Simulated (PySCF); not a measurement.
# Fractional electron number in Pd²⁺ (palladium, charge +2)

The 4d beta orbital of [Kr] 4d8 is emptied in steps (occupation f), with all orbitals relaxed, ending at [Kr] 4d7. Computed with PySCF 2.14 in def2-TZVPPD with the def2 core potential (28 electrons) (6s4p3d2f1g, 56 functions), with a scalar-relativistic core potential. The exact energy is a straight line in f; departures are measured from the line between the end points of the same method.

| f | BHandHLYP (eV) | wB97X (eV) | BLYP (eV) |
| --- | --- | --- | --- |
| 1 | 0.000 | 0.000 | 0.000 |
| 0.9 | -0.233 | -0.186 | -0.600 |
| 0.7 | -0.548 | -0.438 | -1.408 |
| 0.5 | -0.658 | -0.524 | -1.683 |
| 0.3 | -0.558 | -0.442 | -1.420 |
| 0.1 | -0.242 | -0.189 | -0.611 |
| 0 | 0.000 | 0.000 | 0.000 |

**Question.** For wB97X, how does the orbital energy at f = 1 compare with the removal energy?

**Answer.** −ε = 31.105 eV against a total-energy difference of 33.166 eV. By Janak's theorem ε = ∂E/∂f, so the gap between them reflects the curvature. Along the path −ε is 31.503 (f = 0.9), 32.317 (f = 0.7), 33.153 (f = 0.5), 34.003 (f = 0.3), 34.856 (f = 0.1) eV.

```csv
method,E(f=0) − E(f=1) (eV),−ε at f=1 (eV),−ε at f=0.5 (eV)
BHandHLYP,33.068,30.493,33.038
wB97X,33.166,31.105,33.153
BLYP,33.312,26.657,33.277
```

Reference removal energy between the ground levels: 32.93 eV (semi-empirical (NIST evaluation); NIST Atomic Spectra Database, ionization energies). The calculation has no spin-orbit coupling. The determinant left behind need not be the lowest term of the ion.
